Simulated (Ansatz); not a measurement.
BH8NO2Si2 (`NB(O[SiH3])O[SiH3]`). Total charge 0; spin multiplicity 1.

Z-matrix (Å, degrees):
```
Si
O 1 1.635
H 1 1.488 2 110.9
H 1 1.484 2 110.1 3 -121.0
H 1 1.484 2 108.1 3 119.6
B 2 1.374 1 140.2 3 16.8
N 6 1.403 2 118.7 1 -162.3
O 6 1.374 2 122.6 1 17.7
H 7 1.003 6 122.3 2 -178.8
H 7 1.003 6 122.3 2 1.2
Si 8 1.635 6 140.2 2 17.7
H 11 1.484 8 110.1 6 -104.2
H 11 1.484 8 108.1 6 136.4
H 11 1.488 8 110.9 6 16.8
```

Question: Give the diagnostics of a CCSD(T)/def2-TZVPP run (frozen core, Ansatz). (Estimate.)

Answer: Ansatz gave: T1 = 0.0117, largest single amplitude 0.017, largest double 0.019, (T) share of the correlation energy 3.4 %, 9 CCSD cycles. The RHF solution is stable towards an unrestricted one. T1 lies under the customary mark of 0.02 for closed shells.
